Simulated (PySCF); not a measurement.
C₄H₃N₂, SMILES [c]1cncnc1, multiplicity 2. Atoms are numbered in the order given.

```xyz
9

C      0.0000     0.0000     1.3753
C      0.0000     1.2101     0.6967
N      0.0000     1.2040    -0.6561
C      0.0000     0.0000    -1.2462
N      0.0000    -1.2040    -0.6561
C      0.0000    -1.2101     0.6967
H      0.0000     2.1925     1.2010
H      0.0000     0.0000    -2.3522
H      0.0000    -2.1925     1.2010
```
Charge 0, spin multiplicity 2.

Coordinates come from a PBE-D3(BJ)/def2-SVP optimisation. The isomer is the one that the SMILES or the coordinates give; other isomers of the formula were not compared.

Level of theory: PBE0/pcH-1 (PySCF).

Unrestricted Kohn–Sham, ⟨S²⟩ = 0.761. Hyperfine tensors hold the contact and dipolar terms, without spin-orbit corrections.

Computed hyperfine couplings:
| nucleus | A(iso) (MHz) | A(iso) (G) | dipolar principal values (MHz) |
|---|---|---|---|
| 13C no. 1 | 405.4 | 144.7 | -77.4, -56.8, 134.2 |
| 13C no. 2 | 8.7 | 3.1 | -15.2, -1.1, 16.3 |
| 14N no. 3 | -1.3 | -0.5 | -5.8, -2.1, 7.8 |
| 13C no. 4 | 2.6 | 0.9 | -9.0, 4.1, 4.9 |
| 14N no. 5 | -1.3 | -0.5 | -5.8, -2.1, 7.8 |
| 13C no. 6 | 8.7 | 3.1 | -15.2, -1.1, 16.3 |
| 1H no. 7 | 24.0 | 8.6 | -6.2, -4.8, 11.0 |
| 1H no. 8 | 22.5 | 8.0 | -2.1, 0.7, 1.4 |
| 1H no. 9 | 24.0 | 8.6 | -6.2, -4.8, 11.0 |
